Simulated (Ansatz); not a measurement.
Basis-set series for H3NbO3S, SMILES `[OH][Nb]([OH])([OH])=[S]`. Charge 0, multiplicity 1. Nb takes the def2 core potential. All single points use the PBE0-D4/def2-TZVP geometry. It is one conformer, not always the lowest.

```
functional       basis  functions  energy (Eh)  HOMO (eV)  LUMO (eV)
   PBE0-D4    def2-SVP        106   -682.18159      -7.75      -1.46
   PBE0-D4  def2-TZVPP        233   -682.61688      -7.77      -1.62
   ωB97M-V    def2-SVP        106   -682.38064      -9.82       0.70
   ωB97M-V  def2-TZVPP        233   -682.82084      -9.88       0.45
```

(1) Give the rows for def2-QZVPP. (An estimate is asked.)

## Answers

(1) Ansatz gave: 
| functional | basis | functions | energy (Eh) | HOMO (eV) | LUMO (eV) |
| --- | --- | --- | --- | --- | --- |
| PBE0-D4 | def2-QZVPP | 412 | -682.64487 | -7.79 | -1.66 |
| ωB97M-V | def2-QZVPP | 412 | -682.84766 | -9.91 | 0.32 |

Positive LUMOs are unbound and depend on the basis.
